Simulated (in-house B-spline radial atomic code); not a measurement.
A fraction x of an electron is removed from 4s in Ga, starting from [Ar] 3d10 4s2 4p1 and keeping the highest spin. Method: non-relativistic LDA exchange-only, spin-polarised, spherical fractional occupations, point nucleus. Calculated with an all-electron radial atomic-structure program (B-spline basis).

```tsv
x	E(x) - E(0) (eV)	4s down level (eV)
0	0.0000	-7.389
0.07	0.5327	-7.832
0.16	?	?
0.28	2.3216	-9.217
0.48	4.3013	-10.584
0.5	4.5143	-10.722
0.55	5.0591	-11.067
0.64	6.0830	-11.687
0.76	?	?
0.93	9.7546	-13.596
1	10.7203	-
```

Problem. What belongs in the row x = 0.16?

Solution. An energy change of 1.2638 eV; 4s down at -8.417 eV.

Problem. What belongs in the row x = 0.76?

Solution. An energy change of 7.5346 eV; 4s down at -12.503 eV.

Problem. Check Janak's theorem between x = 0.28 and 0.48.

Solution. The slope of the energy is 9.90 eV; the orbital levels give 9.90 eV (-ε of the emptying orbital, averaged over the two points).
